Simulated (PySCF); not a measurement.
Delta-SCF ions had no search for a lower state. 

Z-matrix (Å, degrees):
```
Ge
O 1 1.7517
C 2 1.4079 1 121.31
H 3 1.1007 2 108.08 1 -167.29
H 3 1.1032 4 108.46 2 -121.75
H 3 1.1046 4 108.03 5 -117.21
O 1 1.7535 2 106.76 3 167.54
C 7 1.4087 1 120.94 2 -45.17
H 8 1.1006 7 108.08 1 169.08
H 8 1.1032 9 108.48 7 121.71
H 8 1.1046 9 108.05 10 117.15
O 1 1.7545 2 105.90 3 43.96
C 12 1.4072 1 121.14 2 -170.65
H 13 1.1008 12 108.16 1 166.78
H 13 1.1035 14 108.35 12 121.82
H 13 1.1048 14 108.04 15 117.05
O 1 1.7559 2 115.55 3 -74.57
H 17 0.9641 1 111.57 2 -88.73
```
Charge 0, multiplicity 1.

Q: What is the computed vertical ionisation energy (Delta-SCF), HOMO–LUMO gap and LUMO (PBE0-D3(BJ)/def2-TZVP // PBE0-D3(BJ)/def2-SVP (PySCF 2.14.0))?

A: 
```yaml
vertical ionisation energy (Delta-SCF): 9.87 eV
HOMO–LUMO gap: 8.18 eV
LUMO: 0.09 eV
```
